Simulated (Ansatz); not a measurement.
The lowest singlet and triplet of H2P (SMILES [PH2+]); geometries from B3LYP-D3(BJ)/def2-TZVP, each state relaxed from the structure named, with no frequency check.
Singlet (charge 1, multiplicity 1):
```xyz
3

P      0.000     0.117     0.000
H     -1.023    -0.879     0.000
H      1.029    -0.872     0.000
```
Triplet (charge 1, multiplicity 3):
| atom | x (Å) | y (Å) | z (Å) |
|---|---|---|---|
| P | -0.0002 | 0.0811 | 0.0000 |
| H | -1.2361 | -0.6117 | 0.0000 |
| H | 1.2394 | -0.6049 | 0.0000 |

A positive gap puts the triplet lower; no zero-point energy. R- takes a restricted singlet. U- takes an unrestricted singlet (broken symmetry where lower, unprojected). The triplet is unrestricted in single-reference levels. Active spaces average the two states.

Correlated levels freeze the cores.

Codes used: Ansatz (an electronic-structure program) with Gaussian orbitals. Values without a source in brackets are computed.

```tsv
level	gap E(singlet) − E(triplet), adiabatic (kcal/mol)
U-HF/cc-pV(D+d)Z (spin-contaminated)	-3.44
R-HF/cc-pV(T+d)Z	-0.63
U-wB97M-V/def2-TZVPP	-20.32
R-MP2/cc-pV(D+d)Z	-11.43
U-SCS-MP2/cc-pV(Q+d)Z (spin-contaminated)	-13.70
R-CCSD/cc-pV(T+d)Z	-17.15
U-CCSD/cc-pV(Q+d)Z (spin-contaminated)	-17.16
R-CCSDT(Q)/cc-pV(T+d)Z	-17.48
SA-CASSCF(6,6)/cc-pV(T+d)Z	___
```

**Question.** Complete the blanks.

**Answer.** 
- SA-CASSCF(6,6)/cc-pV(T+d)Z, gap E(singlet) − E(triplet), adiabatic (kcal/mol): -14.28

Doubts at one or more of the structures used: a restricted determinant that unrestricted orbitals would lower (R-HF/cc-pV(T+d)Z, R-MP2/cc-pV(D+d)Z, R-CCSD/cc-pV(T+d)Z, R-CCSDT(Q)/cc-pV(T+d)Z); T1 above 0.05 (U-CCSD/cc-pV(Q+d)Z (spin-contaminated)).
